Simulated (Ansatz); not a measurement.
Reaction (atomization): `F[CH]1[S][GeH2]1` → C• + F• + Ge• + 3 H• + S•

Gas-phase electronic energies from Ansatz, PBE0-D4/def2-TZVP geometries. CCSD(T)/CBS is the MP2 limit (def2-TZVPP, def2-QZVPP) plus CCSD(T) − MP2 in def2-TZVPP, frozen cores. This one scheme is used for every species, atoms too. DFT in def2-TZVPP. HSE06 is defined as in plane-wave codes. Open shells (•) are unrestricted, without spin–orbit coupling. Spin–orbit coupling would lower the free atoms: a little for C, F, S; clearly for Ge. For Ge outer-core shells are correlated without core-valence functions, so the limit isn't a true one: a few kJ/mol of doubt a bond, and 10 to 20 or more in all where bonds break to atoms. Scalar relativity is left out up to krypton.

`F[CH]1[S][GeH2]1`:

Cartesian coordinates in Å:
```
F -0.788 1.773 -0.485
C -0.278 0.840 0.368
S -1.404 -0.525 0.795
Ge 0.447 -0.807 -0.367
H 0.177 1.329 1.224
H 1.585 -1.554 0.325
H 0.262 -1.057 -1.860
```

What is ΔE at CCSD(T)/CBS? (Estimate.)

The calculation gave: +2213.4 kJ/mol.

What do these levels give: LDA (SPW92), HSE06-D4, BHLYP-D4, BLYP, r2SCANh, CAM-B3LYP, HF/def2-SVP, CCSD/def2-SVP, CCSD(T)/def2-SVP, HF/def2-TZVPP, CCSD(T)/def2-TZVPP, CCSD/CBS(def2)? (Best estimate.)

The calculation gave: LDA (SPW92) 2629.0, HSE06-D4 2215.9, BHLYP-D4 2092.9, BLYP 2158.2, r2SCANh 2201.6, CAM-B3LYP 2179.8, HF/def2-SVP 1457.0, CCSD/def2-SVP 1997.8, CCSD(T)/def2-SVP 2034.7, HF/def2-TZVPP 1463.1, CCSD(T)/def2-TZVPP 2146.3, CCSD/CBS(def2) 2160.7 kJ/mol.

Largest T1 diagnostic among the species: 0.013.

From PBE to PBE0 (25 % exact exchange), in def2-TZVPP and without D4, ΔE moves by −60.9 kJ/mol: exact exchange takes away binding that semilocal exchange gives to molecules. Leaving LDA and LC-ωPBE aside and taking each functional with its dispersion term where it has one, the values, not all of them listed here, spread over 184.8 kJ/mol, from BHLYP-D4 to PBE-D4. LDA lies +366.6 kJ/mol from PBE without D4, its usual overbinding.

For atomizations the MP2-based limit and the directly extrapolated one differ by several kJ/mol either way, and by 10 to 25 for some Ge, Se and Sn compounds, so smaller differences from it don't rank the levels.
